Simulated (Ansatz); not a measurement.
Two structures of SiNH₄F₃, singlet, reached by relaxing down either side of one saddle point (PBE0-D4/def2-TZVP). Energies are electronic, without zero-point energy. Computed with Ansatz 0.2.0 (basis: def2-TZVPP and def2-QZVPP); correlated methods freeze the cores. Extrapolation: Hartree–Fock as exp(−7.88 √X), correlation as X^−2.97. First:

Si1  (-0.913, 0.280, 0.173)
F2  (-0.896, -1.040, 1.096)
F3  (-1.027, 0.085, -1.422)
F4  (-0.158, 1.594, 0.720)
H5  (-2.304, 0.707, 0.436)
H6  (1.089, -1.256, -0.615)
N7  (1.073, -0.330, -0.203)
H8  (1.528, 0.313, -0.843)
H9  (1.607, -0.354, 0.658)
(Å)

Second:

Si1  (-0.583, 0.917, -0.035)
F2  (-0.172, -2.624, 0.234)
F3  (-1.248, 0.717, -1.454)
F4  (-0.196, 2.450, 0.079)
H5  (-1.514, 0.599, 1.052)
H6  (0.179, -1.753, 0.117)
N7  (0.787, -0.117, 0.003)
H8  (1.373, -0.120, -0.823)
H9  (1.373, -0.068, 0.827)
(Å)

Question: Which bonds change from the first to the second?

Answer: SiHF₃ ([F][SiH]([F])[F]) + NH₃ → SiNH₃F₂ ([NH2][SiH]([F])[F]) + HF; bonds formed: F2–H6; dative contacts that become bonds: Si1–N7; bonds broken: Si1–F2, H6–N7.

Question: Give the saddle point's structure and its height above each. (Judge from chemistry; the value comes from the calculation.)

Answer: The calculation gives: 1.436 eV above the first and 0.685 eV above the second (CCSD(T) at an estimated basis limit (MP2 extrapolated from triple and quadruple zeta, plus CCSD(T) − MP2 in triple zeta)).
```
9
angstrom
Si -0.6600 0.4744 0.0061
F -0.7594 -1.6307 0.0894
F -1.2649 0.3326 -1.4481
F -0.2994 2.0425 0.0373
H -1.5038 0.3494 1.1926
H 0.3554 -1.3000 0.0531
N 1.0111 -0.2307 0.0273
H 1.5548 -0.0269 -0.8035
H 1.5660 -0.0105 0.8456
```

The T1 diagnostic stays at or below 0.012.

The step is the kind of exchange with an N–H group that builds nitride films in atomic layer and chemical vapour deposition.

Labels in which every atom is bracketed show which atoms are joined, not bond orders.

For scale, one of the runs: CCSD(T)/def2-TZVPP, 222 basis functions, launched by `ansatz run in.yaml --threads 4 --pin off --events-out ev --progress --plain --max-ram 9574MiB`. Hardware: 4 CPU threads of an Arm Neoverse V2, shared host. Wall time 110 s; peak host memory 3.8 GiB.
